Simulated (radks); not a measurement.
Problem. Valence configurations of neutral gallium (all share [Ar]). Calculated with a radial shooting solver on a logarithmic mesh with Libxc functionals: Dirac Kohn-Sham, LDA (Slater exchange, Perdew-Wang correlation), spin-unpolarised, spherical densities, point nucleus; open shells fill j = l - 1/2 first. Order these by energy: 3d9 4s2 4p2; 3d7 4s2 4p4; 3d8.5 4s2 4p2.5; 3d10 4p3; 3d9.5 4s1 4p2.5; 3d10 4s2 4p1; 3d10 4s1 4p2; 3d9.5 4s2 4p1.5; 3d9 4s1 4p3; 3d8 4s2 4p3.

Solution. From the lowest, in eV above it: 3d10 4s2 4p1 0.000; 3d10 4s1 4p2 6.506; 3d9.5 4s2 4p1.5 9.091; 3d10 4p3 13.466; 3d9.5 4s1 4p2.5 16.193; 3d9 4s2 4p2 20.057; 3d9 4s1 4p3 27.754; 3d8.5 4s2 4p2.5 33.086; 3d8 4s2 4p3 48.187; 3d7 4s2 4p4 84.909. NIST lists [Ar] 3d10 4s2 4p1 as the ground configuration; this level of theory agrees among the configurations tried. The energies are those of spherical spin-averaged densities, not of single terms.
